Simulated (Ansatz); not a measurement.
`CB[CH2][GaH2]` at its PBE0-D4/def2-TZVP geometry, where that method's forces vanish. Total charge 0; spin multiplicity 1.

```xyz
12

C    -0.7404   -1.5789    0.3223
B     0.2645   -0.4600    0.7565
C     0.0001    1.0310    0.5586
Ga    0.6968    1.3868   -1.2793
H    -0.2585   -2.3226   -0.3229
H    -1.0423   -2.1417    1.2154
H    -1.6470   -1.2206   -0.1714
H     1.3258   -0.8024    1.2152
H     0.5592    1.7125    1.2017
H    -1.0571    1.3041    0.4748
H     2.0852    2.0963   -1.4541
H    -0.1862    0.9956   -2.5169
```

**Question.** What forces (eV/Å) does B3LYP-D4/def2-TZVPP give on these atoms in Ansatz 0.2.0? (Estimate.)

**Answer.** The calculation gave: 
```
C1  -0.032 -0.065 -0.006
B2   0.128 -0.034  0.100
C3  -0.068  0.029  0.149
Ga4  0.066  0.066 -0.195
H5  -0.030  0.025  0.014
H6  -0.004  0.015 -0.036
H7   0.037 -0.024  0.019
H8  -0.108  0.035 -0.050
H9  -0.059 -0.039 -0.027
H10  0.066 -0.003  0.031
H11 -0.010 -0.008 -0.006
H12  0.014  0.002  0.007
```

B3LYP here is the variant with VWN-RPA as its local correlation; programs differ in this.
